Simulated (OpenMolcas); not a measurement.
Computed levels of 5d2 in ions with 70 electrons, in cm-1 above 3F2.

```
Program             : OpenMolcas
Method              : SS-CASPT2, IPEA 0.25 Eh, imaginary shift 0.1 Eh
Basis               : ANO-RCC-VQZP
Scalar Hamiltonian  : DKH2, point nucleus
Spin-orbit coupling : RASSI with atomic mean-field integrals over the reference wave functions, term energies averaged over their components
```

Active space for each ion: 2 electrons in 5 orbitals (5d); closed shells correlated by CASPT2: 5s 5p.

| Level | W4+ | Re5+ | Ir7+ |
| --- | --- | --- | --- |
| 3F3 | 6390 | 8180 | 12380 |
| 3F4 | 11720 | 14690 | 21330 |
| 3P0 | 13470 | 14950 | 17890 |
| 3P1 | 17120 | 19800 | 25710 |
| 1G4 | 22940 | 27010 | 36300 |
| 3P2 | 23210 | 28000 | 38660 |
| 1S0 | 43840 | 51010 | 65600 |

Task: Estimate 3F4, 3P0, 3P1 for Os6+ from its neighbours Re5+ and Ir7+.

Result: 3F4 is fine structure, which grows about as the fourth power of a screened charge, so the fourth roots are averaged: ((14690^0.25 + 21330^0.25) / 2)^4 = 17778. The calculation gives 17770, so the estimate is off by 0 %.
3P0 is another term, which grows about linearly with the charge: (14950 + 17890) / 2 = 16420. The calculation gives 16470, so the estimate is off by -0.3 %; the measured value is 15837 (van het Hof, Joshi, Wyart and Sugar, J. Res. Natl. Inst. Stand. Technol. 100, 687 (1995)).
3P1 is another term, which grows about linearly with the charge: (19800 + 25710) / 2 = 22755. The calculation gives 22630, so the estimate is off by +0.6 %; the measured value is 22098 (van het Hof, Joshi, Wyart and Sugar, J. Res. Natl. Inst. Stand. Technol. 100, 687 (1995)).

Mixed levels, with the weight of the term that names them: W4+ 3P2 (69 %), Re5+ 3P2 (64 %), Os6+ 3P2 (60 %), Ir7+ 3P2 (58 %).

CASPT2 breaks the degeneracy within a term, and the mean is taken; among the terms shown or strongly mixed into the levels shown the widest spread is 610 cm-1 (5d2 1G, W4+). Computed and measured levels are paired by configuration, term and J; levels that our copy of the source lacks, or whose pairing is in doubt (as where it misses far off the trend of its configuration), stay unpaired and out of the deviations. Only configurations of the active space appear.
